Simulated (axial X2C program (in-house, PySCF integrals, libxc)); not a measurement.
**RuH: cheaper levels and CCSD(T), two-component**

Computed with an in-house relativistic program for diatomic molecules. Two-component (2c) means X2C with spin–orbit coupling and atomic mean-field two-electron Coulomb and Gaunt terms. Basis: Ru dyall-cv3z [12s12p8d5f3g], H dyall-v3z [6s2p1d] (cores contracted in-house); Gaussian nuclei, density fitting, unrestricted open shells. Masses: Ru 101.904 u, H 1.008 u.

State: Ω = 3/2 (⟨Sz⟩ = 1.48, ⟨Lz⟩ = 0.02 at HF); fragments Ru + H.

```
    level  Re (Å)  ωe (cm⁻¹)
     PBE0   1.584     1966.0
       HF   1.675     1659.5
      MP2   1.567     1997.2
     CCSD   1.596     1911.2
     BP86   1.581     1999.6
BHandHLYP   1.608     1872.0
  r2SCAN0   1.586     1970.5
```

Correlated methods: 9 electrons correlated (number of frozen shells: Ru 4 s, 3 p, 1 d; H none), 222 virtual spin orbitals or spinors in MP2, 125 natural virtuals in coupled cluster.

CCSD(T), same Hamiltonian and basis:

Re = 1.592 Å, ωe = 1928.8 cm⁻¹; T1 = 0.033 (Lee–Taylor normalisation).

Q: Give the differences from CCSD(T) in the columns below.

A: 

```
    level  ΔRe (Å)  Δωe (cm⁻¹)
     PBE0   -0.008          37
       HF    0.083        -269
      MP2   -0.025          68
     CCSD    0.004         -18
     BP86   -0.011          71
BHandHLYP    0.016         -57
  r2SCAN0   -0.006          42
```

One determinant describes the state; a PBE0 search over occupations chose it and may have missed a lower one. De is not given where an atomic determinant may have missed its ground term or J level, or where the truncated virtual space spoils (T). Density functionals use the spin component along the axis (collinear). Coupled cluster ran in a truncated set of natural virtual spinors; the MP2 energy of the rest was added. (T) has no such correction and the atoms are truncated less, which lowers De at CCSD(T) by a hundredth of an eV or more. Other states lie close and PBE0, whose exact exchange favours high spin, may order them wrongly; the determinant shown need not be the ground state. The nearest other 2c determinant of the search, Ω = 9/2, lies 0.20 eV up at the distance of the search. The functionals have no current-density term, which raises determinants with orbital currents, atoms included. With several unpaired electrons one determinant need not be a pure state. This is the top spin component of a Σ state; components of lower Ω are not single determinants and can lie lower. The determinant is spin-polarised beyond a pure state at some levels (its spin-free form has ⟨S²⟩ too high), which makes Re and μ there less reliable.
